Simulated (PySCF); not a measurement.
```xyz
9

F      2.3334    -0.8506    -0.1154
C      1.1037    -0.4085    -0.0550
C      0.5954     0.8365     0.0448
C     -0.8232     0.6354     0.0642
C     -1.0310    -0.6958    -0.0244
O      0.1657    -1.3525    -0.0992
H      1.1477     1.7589     0.0967
H     -1.5841     1.3958     0.1358
H     -1.9075    -1.3191    -0.0474
```

Charge 0, multiplicity 1.

**Question.** Give the Mulliken and meta-Löwdin atomic charges from TPSSh-D3(BJ)/def2-TZVP // PBE0-D3(BJ)/def2-TZVP in PySCF.

**Answer.** 
```json
[
 {"atom": "F1", "Mulliken (e)": "-0.15", "meta-Löwdin (e)": "-0.23"},
 {"atom": "C2", "Mulliken (e)": "0.30", "meta-Löwdin (e)": "0.44"},
 {"atom": "C3", "Mulliken (e)": "-0.21", "meta-Löwdin (e)": "-0.24"},
 {"atom": "C4", "Mulliken (e)": "-0.16", "meta-Löwdin (e)": "-0.17"},
 {"atom": "C5", "Mulliken (e)": "-0.02", "meta-Löwdin (e)": "0.02"},
 {"atom": "O6", "Mulliken (e)": "-0.16", "meta-Löwdin (e)": "-0.24"},
 {"atom": "H7", "Mulliken (e)": "0.14", "meta-Löwdin (e)": "0.14"},
 {"atom": "H8", "Mulliken (e)": "0.13", "meta-Löwdin (e)": "0.13"},
 {"atom": "H9", "Mulliken (e)": "0.14", "meta-Löwdin (e)": "0.14"}
]
```
